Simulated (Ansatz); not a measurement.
Geometry optimisation, DFT PBE-D3(BJ), scalar-relativistic, plane waves, PAW in Ansatz 0.2.0.

input.yaml

```yaml
crystal:
  lattice:
    - [7.197762, 0.0, 0.0]
    - [0.0, 7.197762, 0.0]
    - [0.0, 0.0, 7.197762]
  atoms:
    - { symbol: O, position: [0.2776915, 0.4128385, 0.4956015], spin: 1.0 }
    - { symbol: O, position: [0.2699942, 0.4276425, 0.3233043], spin: 1.0 }
    - { symbol: O, position: [0.0214341, 0.7015993, 0.6074619], spin: 1.0 }
    - { symbol: O, position: [0.0737647, 0.718393, 0.4433149], spin: 1.0 }
    - { symbol: O, position: [0.6512134, 0.0724578, 0.256578], spin: 1.0 }
    - { symbol: O, position: [0.7291494, 0.2267655, 0.2476417], spin: 1.0 }
    - { symbol: C, position: [0.7594568, 0.2360659, 0.7869142] }
    - { symbol: O, position: [0.7828235, 0.1608813, 0.9304985] }
    - { symbol: O, position: [0.7360902, 0.3112505, 0.6433299] }
    - { symbol: C, position: [0.361617, 0.6082328, 0.9658075] }
    - { symbol: O, position: [0.5068826, 0.6731418, 0.927079] }
    - { symbol: O, position: [0.2163513, 0.5433237, 1.004536] }
    - { symbol: C, position: [0.1896883, 0.0723705, 0.6489277] }
    - { symbol: O, position: [0.1770947, 0.0496231, 0.4872517] }
    - { symbol: O, position: [0.202282, 0.095118, 0.8106037] }
magnetization:
  spin_polarized: true
basis:
  ecutwfc: 420.0
kpoints:
  mp_grid: { grid: [1, 1, 1] }
hamiltonian:
  xc: pbe
  dispersion: d3bj
scf:
  occupations: { method: fermi_dirac, width: 0.02 }
  lower_state_search: "off"
relax:
  f_tol: 0.3
  max_steps: 15
  adjacent_minimum: "off"
```

Run as:

```bash
$ ansatz run input.yaml --threads 1 --pin off --max-ram 3072MiB --backend cpu --events-out ev --progress --plain --runs-dir out
```

Where does it end, and by what steps?

It converged. The threshold is loose, so the end isn't yet a minimum. The force dipped under the threshold on the way, but the program's further checks kept it going. Limits of this set-up: coarse k mesh. After 13 steps the energy has fallen by 0.892 eV; O4 moved furthest, 1.41 Å.

| step | energy less start (eV) | largest force component (eV/Å) | accepted |
| --- | --- | --- | --- |
| 0 | 0.0000 | 2.123 | yes |
| 1 | -0.4018 | 1.411 | yes |
| 2 | -0.5481 | 0.923 | yes |
| 3 | -0.6357 | 0.767 | yes |
| 4 | -0.7010 | 0.453 | yes |
| 5 | -0.7047 | 1.801 | yes |
| 6 | -0.8031 | 0.409 | yes |
| 7 | -0.8469 | 0.175 | yes |
| 8 | -0.8255 | 1.246 | no |
| 9 | -0.8580 | 0.309 | yes |
| 10 | -0.8681 | 0.432 | yes |
| 11 | -0.8735 | 0.746 | yes |
| 12 | -0.8921 | 0.269 | yes |
| 13 | -0.8921 | 0.268 | yes |

```xyz
15
Lattice="7.1978 0.0000 0.0000 0.0000 7.1978 0.0000 0.0000 0.0000 7.1978" Properties=species:S:1:pos:R:3
O 2.533 4.065 3.489
O 2.466 3.600 2.363
O -0.821 5.224 4.307
O -0.793 4.692 3.210
O 4.745 0.559 2.426
O 4.986 1.539 1.744
C 5.599 1.439 5.736
O 6.282 0.655 6.273
O 4.917 2.224 5.196
C 2.582 4.122 6.615
O 3.551 4.746 6.812
O 1.610 3.499 6.414
C 1.735 0.619 4.789
O 1.094 0.949 3.863
O 2.380 0.286 5.710
```

Whether the end is a true minimum wasn't checked by a vibrational analysis.

Run time: 48 s on 1 thread of Arm Neoverse V2 (shared host), peak memory 0.45 GiB.
